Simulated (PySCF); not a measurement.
Bi(Me)2(OH) (C₂H₇BiO), SMILES [CH3][Bi]([CH3])[OH]. Coordinates come from a PBE-D3(BJ)/def2-SVP optimisation. The structure was generated by enumeration; whether it is a known compound was not checked. The def2 effective core potentials stand for the cores of Bi; spin–orbit coupling is left out. The values are those of a single conformer.

Computed equilibrium geometry at PBE-D3(BJ)/def2-SVP (PySCF confirms it by a frequency run) as Cartesian coordinates in Å, and its point group (one conformer of several):
point group Cs.
```xyz
11

Bi     0.2942    -0.1046     0.0000
C     -0.6560     1.2018    -1.6421
H     -0.2198     2.2196    -1.5982
H     -1.7473     1.2619    -1.4645
H     -0.4631     0.7545    -2.6357
C     -0.6560     1.2018     1.6421
H     -0.4631     0.7545     2.6357
H     -1.7473     1.2619     1.4645
H     -0.2198     2.2196     1.5982
O     -1.2015    -1.6286     0.0000
H     -2.0709    -1.1808     0.0000
```
Charge 0, spin multiplicity 1.
